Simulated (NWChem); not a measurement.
A series in which one site is exchanged, each optimised at PBE0/def2-SVP with NWChem, gas phase unless a solvent is named. This build's default masses of Se (78.918 u) and Br (79.917 u) are each other's, which moves their modes by up to 0.6 %. Some are not confirmed as minima by frequencies. def2 effective core potentials on Cd, Te; no spin-orbit coupling.

A: [F][Be][F] (BeF$_{2}$; site = Be)
B: [F][Cd][F] (CdF2; site = Cd)
C: F[Te]F (TeF2; site = Te)
D: F[Se]F (SeF$_{2}$; site = Se)

Question: Rank them by orbital gap (eV), PBE0/def2-SVP, lowest first.

Answer: C (3.98), D (4.92), B (7.48), A (11.00)
